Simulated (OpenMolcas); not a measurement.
An input for quartet AlClOF

AlClOF has 4 atoms, charge 0, and is taken as a quartet. As SMILES of the parent species, `[O][Al]([F])[Cl]`. Geometry: relaxed at PBE0-D4/def2-TZVP. That shape belongs to the parent species and isn't relaxed for this state.

```xyz
4

O     0.9933    0.5917    1.2948
Al    0.0619   -0.0952    0.0167
F     0.2781   -1.6712   -0.3489
Cl   -1.2777    1.1144   -0.9829
```

Settings wanted:

```yaml
method: HF
reference: UHF
integral_approximation: none
symmetry: none
basis_set: 3-21G
task: energy
nucleus: point
SCF_convergence_threshold: 1e-10
d_and_f_functions: spherical
```

**Question.** Write the OpenMolcas 26.06 input and the command.

**Answer.** This one ran through:

test.inp:
```
&GATEWAY
 BASLIB = $CurrDir
 COORD
 4
 angstrom
 O        0.993300       0.591700       1.294800
 Al       0.061900      -0.095200       0.016700
 F        0.278100      -1.671200      -0.348900
 Cl      -1.277700       1.114400      -0.982900
 BASIS = 3-21G
 GROUP = NoSym

&SEWARD

&SCF
 UHF
 SPIN = 4
 THRESHOLDS = 1e-10 1e-07 1e-07 1e-05
 PRORBITALS = 1
```

```bash
$ export MOLCAS_MEM=1860
$ pymolcas test.inp > test.log
```

(Basis files named in the input come from the Basis Set Exchange and aren't shown.)

Calculated total energy: -871.17666 Eh. Without diffuse functions such a state is poorly described.
